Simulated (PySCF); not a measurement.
[WO(H2O)Cl4]- (charge -1 and doublet state).
Bonds: W1–O2, W1–O3, W1–Cl6, W1–Cl7, W1–Cl8, W1–Cl9. Hydrogens: H4, H5 on O3.

Computed, not measured: PBE0-D3(BJ)/def2-SVP geometry optimisation, gas phase, def2 core potentials past Kr in PySCF 2.14.0.

Task: How far are the bound atoms from W1?

Result: 6 atoms: O2 1.681 Å, Cl8 2.366 Å, Cl7 2.367 Å, Cl9 2.425 Å, Cl6 2.428 Å, O3 2.482 Å. The nearest atom not counted as bound is H5, at 2.71 Å (others tie with it).

Task: List the angles at W1.

Result: 
| angle | degrees | distance of the outer atoms (Å) |
| --- | --- | --- |
| O2–W1–O3 | 172.3 | 4.15 |
| Cl6–W1–Cl7 | 157.6 | 4.70 |
| Cl8–W1–Cl9 | 157.1 | 4.70 |
| O2–W1–Cl8 | 102.3 | 3.18 |
| O2–W1–Cl7 | 102.3 | 3.18 |
| O2–W1–Cl9 | 100.6 | 3.19 |
| O2–W1–Cl6 | 100.1 | 3.19 |
| Cl7–W1–Cl8 | 88.6 | 3.31 |
| Cl6–W1–Cl8 | 87.8 | 3.32 |
| Cl7–W1–Cl9 | 87.6 | 3.32 |
| Cl6–W1–Cl9 | 87.1 | 3.34 |
| O3–W1–Cl7 | 83.4 | 3.23 |
| O3–W1–Cl8 | 82.9 | 3.21 |
| O3–W1–Cl9 | 74.2 | 2.96 |
| O3–W1–Cl6 | 74.2 | 2.96 |

Task: What is the shape at W1?

Result: Distorted octahedral: the three widest angles are 172.3°, 157.6° and 157.1°, the others run from 74.2° to 102.3°. The W–Cl distances aren't all alike: 2.366 to 2.428 Å. The W–O distances aren't all alike: 1.681 to 2.482 Å. Differences among atoms that Cs makes equivalent are scatter left by the optimiser.

Task: What are the other bond lengths?

Result: O3–H4, O3–H5 0.973 Å.

Point group: Cs (every atom within 0.08 Å of its image). Charge -1, doublet. ⟨S²⟩ = 0.756 (exact for a doublet: 0.75). The geometry's basis has no diffuse functions, a weakness for an anion. Not checked by PBE0-D3(BJ)/def2-SVP frequencies.

Neither the SCF state along the optimisation nor the shape of the open-shell metal species was proved the lowest: other solutions of the same spin, or a structure of lower symmetry, can lie below.
